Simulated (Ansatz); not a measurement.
Start from `[NH]=[Ta]([NH2])([Cl])[Cl]` and change one atom or group to get `[NH]=[Ta]([NH2])([NH2])[Cl]`.

Ansatz, PBE0-D4/def2-TZVP geometries, multiplicity 1. Each molecule was computed in one conformer, which needn't be the lowest.

Elements past krypton have def2 core potentials.

```csv
property,`[NH]=[Ta]([NH2])([Cl])[Cl]`
LUMO energy (ωB97M-V/def2-TZVPP) / eV,0.54
HOMO–LUMO gap (ωB97M-V/def2-TZVPP) / eV,10.87
LUMO energy (B3LYP/def2-TZVPP) / eV,-1.73
size of the dipole moment (B3LYP/def2-TZVPP) / D,2.74
size of the dipole moment (ωB97M-V/def2-TZVPP) / D,2.72
zero-point energy (PBE0-D4/def2-TZVP) / kJ/mol,110.6
```

(1) What does the change do to each property? (An estimate is asked.)

Answers

(1) Computed: 
| property | `[NH]=[Ta]([NH2])([NH2])[Cl]` | shift |
| --- | --- | --- |
| LUMO energy (ωB97M-V/def2-TZVPP) / eV | 1.22 | 0.68 |
| HOMO–LUMO gap (ωB97M-V/def2-TZVPP) / eV | 10.98 | 0.11 |
| LUMO energy (B3LYP/def2-TZVPP) / eV | -0.70 | 1.03 |
| size of the dipole moment (B3LYP/def2-TZVPP) / D | 3.00 | 0.26 |
| size of the dipole moment (ωB97M-V/def2-TZVPP) / D | 2.98 | 0.26 |
| zero-point energy (PBE0-D4/def2-TZVP) / kJ/mol | 172.5 | 61.9 |

With PBE0 the HOMO rises by 0.62 eV and the LUMO rises by 1.04 eV, so the gap widens by about 0.42 eV. PBE moves the HOMO by 0.64 eV and ωB97M-V by 0.57 eV. The zero-point energy changes by 61.9 kJ/mol with +6 modes. Dipoles are sizes alone; their direction can turn.

B3LYP here is the variant with VWN-RPA as its local correlation; programs differ in this.
